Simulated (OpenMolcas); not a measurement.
**OpenMolcas input wanted**

GeH3O2F: 7 atoms, total charge 0, spin state singlet. As SMILES, `[OH][GeH]([OH])[F]`. The coordinates come from a PBE0-D4/def2-TZVP relaxation. This is one conformer, not always the lowest.

```xyz
7

O    -0.3529    1.1403   -0.8593
Ge   -0.1075   -0.0268    0.4324
O     1.5182   -0.6560    0.3076
F    -1.2603   -1.2845    0.1132
H    -1.2092    1.0418   -1.2839
H    -0.3314    0.4858    1.8475
H     1.8044   -0.7687   -0.6031
```

Settings wanted:

* method: DFT
* reference: RKS
* relativity: none
* symmetry: none
* basis set: 6-31G*
* task: gradient
* functional: B3LYP
* nucleus: point
* integration grid: UltraFine
* SCF convergence threshold: 1e-10
* d and f functions: Cartesian

Question: Give an OpenMolcas 26.06 job that does this.

Answer: One that was run (others would do as well):

mol.xyz:
```
7

O     -0.352900     1.140300    -0.859300
Ge    -0.107500    -0.026800     0.432400
O      1.518200    -0.656000     0.307600
F     -1.260300    -1.284500     0.113200
H     -1.209200     1.041800    -1.283900
H     -0.331400     0.485800     1.847500
H      1.804400    -0.768700    -0.603100
```

mol.input:
```
* FGeH3O2 Kohn-Sham DFT
>>> EXPORT MOLCAS_PRINT=2

&gateway
  baslib=$CurrDir
  coord=mol.xyz
  basis=6-31Gs
  group=NoSym

&seward
  gridinput
  Grid=UltraFine
  End of Grid

&scf
  ksdft=B3LYP
  thresholds=1e-10 1e-07 1e-07 1e-05
  prorbitals=0

&alaska
```

```bash
$ export MOLCAS_MEM=1860
$ pymolcas mol.input > mol.log
```

(Basis files named in the input come from the Basis Set Exchange and aren't shown.)

Calculated total energy: -2328.92599 Eh, largest force 0.660 eV/Å.
